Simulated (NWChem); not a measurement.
# C₂H₄FNOSi; SMILES O=C/C=N/[SiH2]F

```xyz
10

O     -0.5128    -3.2472     0.0000
C      0.2762    -2.3274     0.0000
C     -0.1619    -0.8893     0.0000
N      0.7134     0.0326     0.0000
Si     0.4481     1.7529     0.0000
F     -1.1241     2.1265     0.0000
H      1.3764    -2.4689     0.0000
H     -1.2518    -0.7363     0.0000
H      1.0708     2.2881    -1.2304
H      1.0708     2.2881     1.2304
```
Atoms are numbered in this order, from 1.

Program: NWChem. All runs use the structure optimised with B3LYP/6-31G* (spherical d).

Taking PBE/def2-TZVPP as the yardstick, which of these has the fewest basis functions while keeping “highest occupied level (eV)” within 0.1 eV of it: PBE/def2-SVP; PBE/def2-SVPD; PBE/def2-TZVP?

PBE/def2-SVPD.
```
level           basis functions  highest occupied level (eV)  relative time (rough)
--------------  ---------------  ---------------------------  ---------------------
PBE/def2-SVP                108                        -5.95                      1
PBE/def2-SVPD               162                        -6.28                      3
PBE/def2-TZVP               216                        -6.20                      4
PBE/def2-TZVPP              253                        -6.20                      6
```

The yardstick is one finite set, not the basis-set limit.
